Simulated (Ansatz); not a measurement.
Cost and result up the ladder for Zn₁₀S₉Cl₂, a halide-capped nanocrystal cut from wurtzite ZnS (2 Cl on the cations) (21 atoms). Total charge 0; singlet. Geometry: PBE-D4/def2-SVP.

Cartesian coordinates in Å:
```
Cl -0.1928 0.9752 -4.5940
Cl -1.6792 -4.3143 -0.8203
S 3.1463 2.4212 -2.3485
S -3.3608 -1.2439 -3.0660
S -0.7945 1.6644 -1.3781
S 2.2423 -0.5895 0.0542
S -1.6510 -1.3896 0.7996
S 1.3869 -3.8518 2.1236
S 1.7572 3.2124 1.3341
S -1.5883 2.2989 2.5996
S 0.7845 -0.2581 3.8085
Zn 1.1150 1.8525 -2.8356
Zn -1.8120 0.2990 -3.0753
Zn 0.0765 -0.1866 -0.2325
Zn 2.5670 1.7285 -0.2963
Zn -2.5139 -2.2013 -1.2925
Zn -0.3658 -3.4236 0.9271
Zn 1.6272 -1.6228 2.0927
Zn -0.4110 2.7190 0.6851
Zn -1.1581 0.0533 2.5860
Zn 0.8246 1.8570 2.9286
```

Ansatz on 5 threads of AMD EPYC 7R13 on a shared host and a share (37 GiB) of an NVIDIA H100 80GB HBM3. Times are rough, and most runs start from the orbitals of an earlier one. PBE0-D4/def2-TZVP serves as the yardstick here, not as an exact answer. Differences are given only for rows in sets of like size (and for xTB, whose basis is part of the method), since another set adds its own error. Binding counts from free atoms at the same level (Cl doublet, S triplet, Zn singlet; other spins of the atoms weren't run), without zero-point energy or a counterpoise term.

Correlated methods freeze 145 core orbitals. The rows differ in basis, and correlated rows in double-zeta sets carry the largest basis error. Single mean-field runs in def2-SVP, def2-TZVP are fitted with def2-universal-jkfit. Another isomer (singlet) lies 2.14 eV lower at PBE0-D4/def2-TZVP; other spin states weren't run for this one.

Correlated methods converge slowly with the basis, most of all in double-zeta sets.

```json
{"level": "PBE-D4/def2-SVP", "functions": "508", "wall time": "4.1 s", "binding energy per atom (eV)": "2.82", "difference from PBE0-D4/def2-TZVP (eV)": "–"}
{"level": "PBE0-D4/def2-SVP", "functions": "508", "wall time": "6.5 s", "binding energy per atom (eV)": "2.79", "difference from PBE0-D4/def2-TZVP (eV)": "–"}
{"level": "MP2/def2-SVP", "functions": "508", "wall time": "9 s", "binding energy per atom (eV)": "2.52", "difference from PBE0-D4/def2-TZVP (eV)": "–"}
{"level": "PBE-D4/def2-TZVP (with forces)", "functions": "887", "wall time": "13 s", "binding energy per atom (eV)": "2.64", "difference from PBE0-D4/def2-TZVP (eV)": "-0.01"}
{"level": "PBE0-D4/def2-TZVP", "functions": "887", "wall time": "14 s", "binding energy per atom (eV)": "2.65", "difference from PBE0-D4/def2-TZVP (eV)": "0.00"}
{"level": "r2SCAN-D4/def2-TZVP", "functions": "887", "wall time": "15 s", "binding energy per atom (eV)": "2.72", "difference from PBE0-D4/def2-TZVP (eV)": "0.07"}
{"level": "HF/STO-3G", "functions": "279", "wall time": "15 s", "binding energy per atom (eV)": "2.22", "difference from PBE0-D4/def2-TZVP (eV)": "–"}
{"level": "B97M-V/def2-TZVP", "functions": "887", "wall time": "15 s", "binding energy per atom (eV)": "2.58", "difference from PBE0-D4/def2-TZVP (eV)": "-0.07"}
```
